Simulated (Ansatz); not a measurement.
Molecule: GaF, net charge 0, singlet state. 
Structure (B3LYP-D3(BJ)/def2-TZVP (Ansatz, a first-principles code) minimum search):
SMILES: [F][Ga]
```xyz
2

Ga     0.0000     0.0000    -0.4051
F      0.0000     0.0000     1.3954
```

Quantity: atomisation energy (electronic, to ground-state atoms), in kcal/mol. Valence correlation only, unless marked. UHF or UKS for open shells. Spin-orbit coupling is left out. Frozen are the shells of the preceding noble gas and the d and f shells that filled before the atom's block. Non-relativistic. The coupled-cluster limit lacks core correlation, which all-electron functionals hold. CBS(X,Y): correlation extrapolated as X^-3; Hartree-Fock from the larger set (for Q and 5 zeta extrapolated as (X+1)exp(-9√X)).

```csv
level,program,atomisation energy (kcal/mol)
HSE06-D3(BJ)/def2-TZVPD,Ansatz + dftd3,(withheld)
B2GP-PLYP/def2-TZVPD,Ansatz,141.0
SCS-MP2/6-31G*,Ansatz,135.7
SCS-MP2/aug-cc-pVTZ,Ansatz,143.8
"CCSD(T)/CBS(cc-pVQZ,cc-pV5Z)",Ansatz,143.3
```

Task: What belongs in the gaps?

Result: 
- HSE06-D3(BJ)/def2-TZVPD, atomisation energy (kcal/mol): 137.8
